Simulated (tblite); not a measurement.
Species: C3H8OSi.
Z-matrix (Å and degrees, GFN2-xTB geometry), rows numbered from 1:
```
O 
Si  1  1.6287
C   2  1.9125  1  120.04
C   3  1.5436  2   91.04  1  -125.88
C   4  1.5437  3   99.93  2    10.74
H   1  0.9541  2  121.85  3    46.00
H   2  1.4529  1  101.07  3   134.43
H   3  1.0869  2  118.40  1   116.63
H   3  1.0898  2  114.68  1   -11.11
H   4  1.0895  3  113.56  2   132.00
H   4  1.0886  3  110.80  2  -106.14
H   5  1.0898  2  114.71  1    11.03
H   5  1.0870  2  118.42  1  -116.69
```

Level: GFN2-xTB in tblite, geometry and Hessian alike; calculated harmonic values, unscaled, isolated species. This tight-binding method is rough: wavenumbers can miss measured ones by several per cent, in bad cases by 10 to 20. Modes of hydrogen on silicon can be 10 to 20 % off. One conformer, not necessarily the lowest.

Harmonic wavenumbers (cm⁻¹): 79.0, 178.9, 214.2, 288.6, 490.0, 539.9, 648.6, 665.9, 704.4, 713.3, 785.8, 805.8, 875.6, 918.6, 992.6, 1000.9, 1049.4, 1172.7, 1191.6, 1216.8, 1224.7, 1287.0, 1478.8, 1482.3, 1504.1, 2343.4, 2974.7, 2983.3, 2998.0, 3004.8, 3017.4, 3024.0, 3659.1.

A = 7793, B = 3011, C = 2570 MHz; mass 88.034 u (most abundant isotopes); point group Cs, symmetry number 1.

**Question.** Zero-point energy?

**Answer.** Half the sum of the wavenumbers: 22757 cm⁻¹ = 65.07 kcal/mol.

**Question.** Entropy at 273.15 K, 1 bar (ideal gas, RRHO, classical rotation)?

**Answer.** Translation 38.93, rotation 25.82, vibration 12.03: S = 76.8 cal/(mol K).

**Question.** And Cp and H(273.15 K) − H(0)?

**Answer.** Cp = 23.94 cal/(mol K), of which vibrations give 15.99 (their classical limit is 33 R = 65.6); H(273.15 K) − H(0) = 4.08 kcal/mol without the zero-point energy, 1.91 from vibrations.

**Question.** Which modes carry the vibrational entropy at 273.15 K?

**Answer.** 79.0 cm⁻¹: 3.74; 178.9 cm⁻¹: 2.18; 214.2 cm⁻¹: 1.85; 288.6 cm⁻¹: 1.34; 490.0 cm⁻¹: 0.58; 539.9 cm⁻¹: 0.47 cal/(mol K); the other 27 give 1.88 together.

**Question.** How do the functions run with temperature in this model?

**Answer.** 
| T (K) | S (cal/(mol K)) | Cp (cal/(mol K)) | H − H(0) (kcal/mol) | G − H(0) (kcal/mol) | ln q(vib) |
| --- | --- | --- | --- | --- | --- |
| 150 | 65.4 | 15.3 | 1.69 | -8.12 | 1.05 |
| 250 | 74.7 | 22.2 | 3.55 | -15.14 | 2.24 |
| 298.15 | 79.0 | 25.8 | 4.70 | -18.84 | 2.86 |
| 400 | 87.6 | 32.9 | 7.70 | -27.32 | 4.26 |
| 600 | 103.0 | 43.1 | 15.38 | -46.41 | 7.19 |
| 900 | 122.4 | 52.7 | 29.88 | -80.32 | 11.56 |

q(vib) and H(0) count from the zero-point level.

Hindered rotation and anharmonicity are outside this model. Other conformers, if any are populated, would add a mixing term that is left out.
